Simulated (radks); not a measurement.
Values are calculated unless marked as measured or tabulated.
Ionisation of Pr2+, [Xe] 4f3, to Pr3+, [Xe] 4f2, under several functionals. Dirac Kohn-Sham, spin-unpolarised, spherical densities, point nucleus; open shells fill j = l - 1/2 first; a radial shooting solver on a logarithmic mesh with Libxc functionals. The NIST Atomic Spectra Database gives 21.624 eV (measured). Rank these functionals by the error of their Delta-SCF ionisation energy: LDA (Slater exchange, VWN5 correlation); BLYP; exchange-only LDA; exchange-only B88; PBE; Wu-Cohen GGA; exchange-only PBE.

Answer. From best to worst: PBE 21.660 eV (+0.036); Wu-Cohen GGA 21.707 eV (+0.083); BLYP 21.498 eV (-0.126); LDA (Slater exchange, VWN5 correlation) 21.979 eV (+0.355); exchange-only B88 20.382 eV (-1.241); exchange-only PBE 20.380 eV (-1.244); exchange-only LDA 20.300 eV (-1.324). Spin polarisation and multiplet splitting are left out, so open shells lie too high by an amount that depends on their filling.

Beside tabulated values, note that spin-unpolarised runs miss the spin-polarisation part of the exchange energy of open shells.
